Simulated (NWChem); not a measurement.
ZnH$_{2}$Se; SMILES [ZnH][SeH]

Program: NWChem. Pople sets run with spherical d functions. Medium grid unless said otherwise, to which SCAN and Minnesota functionals are sensitive. Geometry: optimised at PBE-D3(BJ)/def2-SVP. B3LYP is NWChem's, with the RPA form of VWN correlation.

Order these by “highest occupied level (eV)”, lowest first: M05-2X/6-31G*; KT2/6-31G*; B3LYP/6-31G*; MPW1K/6-31G*; PBE0/6-31G*.

M05-2X/6-31G* (-8.14), MPW1K/6-31G* (-7.66), PBE0/6-31G* (-6.84), B3LYP/6-31G* (-6.58), KT2/6-31G* (-5.79)
